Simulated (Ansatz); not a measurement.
`O=C[SiH]([SiH3])S` at its PBE0-D4/def2-TZVP geometry, where that method's forces vanish. The species carries charge 0 and has multiplicity 1.

```xyz
11

O     2.4330    0.6961   -0.6969
C     1.4215    0.1622   -1.0750
Si   -0.3104    0.6112   -0.3427
Si   -1.1858   -1.2503    0.7787
S     0.0751    2.2508    0.9543
H     1.4805   -0.6239   -1.8625
H    -1.1870    0.9666   -1.4942
H    -2.4778   -0.8800    1.4134
H    -1.4176   -2.3668   -0.1782
H    -0.2263   -1.6888    1.8247
H     1.3947    2.1227    0.6784
```

Problem. What forces (eV/Å) does r2SCAN-D4/def2-TZVPP give on these atoms in the Gaussian-basis code of Ansatz? (Estimate.)

Solution. Computed: 
```
O1   0.384  0.198  0.143
C2  -0.334 -0.161 -0.119
Si3 -0.047  0.012 -0.003
Si4 -0.011 -0.024 -0.002
S5  -0.031  0.045  0.040
H6   0.002 -0.050 -0.048
H7  -0.001 -0.017  0.000
H8   0.021 -0.014 -0.005
H9   0.000  0.014  0.022
H10 -0.021  0.007 -0.017
H11  0.038 -0.011 -0.013
```
